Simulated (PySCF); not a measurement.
## B (boron, neutral) across methods

[He] 2s2 3s1, 2S determinant (an excited configuration). All numbers are calculated (PySCF 2.14, no relativity, point nucleus, in aug-cc-pVTZ).

| method | E (hartree) | mean ε 2s α (eV) | mean ε 2s β (eV) | mean ε 3s α (eV) | Σ⟨r²⟩ (bohr²) | ⟨S²⟩ |
| --- | --- | --- | --- | --- | --- | --- |
| B97-3 | -24.4549 | -15.808 | -15.720 | -2.180 | 45.45 | 0.750 |
| UHF | -24.34695 | -18.847 | -18.529 | -2.999 | 46.13 | 0.750 |
| PBE | -24.4153 | -14.441 | -14.322 | -1.914 | 45.74 | 0.750 |
| wB97X | -24.4523 | -18.207 | -18.094 | -3.216 | 46.06 | 0.750 |
| wB97X-V | -24.4555 | -18.251 | -18.105 | -3.139 | 45.63 | 0.750 |
| PBE0 | -24.4230 | -15.755 | -15.602 | -2.268 | 45.82 | 0.750 |
| r2SCAN | -24.4330 | -14.702 | -14.630 | -1.856 | 46.13 | 0.750 |
| M06-L | -24.4470 | -14.646 | -14.761 | -1.925 | 47.90 | 0.751 |
| LDA | -24.1597 | -14.337 | -14.204 | -1.826 | 45.17 | 0.750 |

The outer electron is Rydberg-like, and this basis confines it to a smaller radius and binds it less than a complete one would.
